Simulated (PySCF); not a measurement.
NICS in rings of unrelated molecules.

Definitions: NICS(0) = −σiso at the ring centroid; NICS(1) = −σiso and NICS(1)zz = −σzz at ±1 Å along the ring normal z. Level: GIAO PBE0/pcSseg-1 (PySCF, non-relativistic, gas phase) on the GFN2-xTB geometries, one conformer each. Atom numbers follow the mapped SMILES.

Problem. Order these rings by mean NICS(1)zz, lowest (most negative) first (ppm).
A. ring C2–C3–C4–C5–C8 in `[CH2:1]=[C:2]1[CH:3]=[CH:4][C@@H:5]([CH2:6][F:7])[C:8]1=[CH2:9]`
B. ring C5–C6–C7–N8–C9–C10 in `[CH3:1][P:2]([CH2:3][PH2:4])[c:5]1[cH:6][cH:7][n:8][cH:9][cH:10]1`
C. ring C3–C4–C7–Si8 in `[NH2:1][CH2:2][C:3]1=[C:4]([CH2:5][SiH3:6])[CH2:7][SiH2:8]1`
D. ring C2–C3–C4–P8–C9–P10 in `[CH3:1][c:2]1[cH:3][c:4]([N:5]([CH3:6])[CH3:7])[p:8][cH:9][p:10]1`
E. ring C3–C4–C5 in `[CH2:1]=[CH:2][C@@H:3]1[CH2:4][C@@H:5]1[N:6]([SiH3:7])[SiH3:8]`
F. ring C5–C6–C7–C9 in `[CH2:1]=[CH:2][C:3](=[CH2:4])[C:5]1=[CH:6][C@H:7]([F:8])[CH2:9]1`
G. ring C3–P4–C5–N6–N7 in `[CH:1]#[C:2][c:3]1[p:4][cH:5][n:6][n:7]1[CH2:8][CH3:9]`

Solution. G (-28.6), B (-27.2), D (-21.7), E (-20.0), A (-2.6), F (0.7), C (2.8).

| SMILES | ring | NICS(0) | NICS(1) | NICS(1)zz | HOMA | rms pucker (Å) | ring atoms with four or more neighbours |
| --- | --- | --- | --- | --- | --- | --- | --- |
| C#Cc1pcnn1CC | 5-membered ring with 2 N and P; formal bonds all aromatic | -12.9 | -12.4 | -28.6 | 0.85 | 0.00 | 0 |
| CP(CP)c1ccncc1 | 6-membered ring with N; formal bonds all aromatic | -6.9 | -11.0 | -27.2 | 0.99 | 0.01 | 0 |
| Cc1cc(N(C)C)pcp1 | 6-membered ring with 2 P; formal bonds all aromatic | -6.8 | -9.2 | -21.7 | 0.80 | 0.01 | 0 |
| C=C[C@@H]1C[C@@H]1N([SiH3])[SiH3] | 3-membered carbocycle; formal bonds all single | -40.1 | -7.7 | -20.0 | – | 0.00 | 3 |
| C=C1C=C[C@@H](CF)C1=C | 5-membered carbocycle; formal bonds 1 double, 4 single | 0.6 | -3.5 | -2.6 | – | 0.01 | 1 |
| C=CC(=C)C1=C[C@H](F)C1 | 4-membered carbocycle; formal bonds 1 double, 3 single | 0.1 | -2.8 | 0.7 | – | 0.02 | 2 |
| NCC1=C(C[SiH3])C[SiH2]1 | 4-membered ring with Si; formal bonds 1 double, 3 single | -0.8 | -2.8 | 2.8 | – | 0.00 | 2 |

NICS(0) gives another order. The isotropic NICS(1) ties some rings at the printed digit and otherwise keeps the order. HOMA uses Krygowski's 1993 parameters; it is left out where a ring has a four-coordinate atom, a triple bond, no multiple bond or a kind of bond without parameters. NICS(1) and NICS(1)zz are means over the two faces.
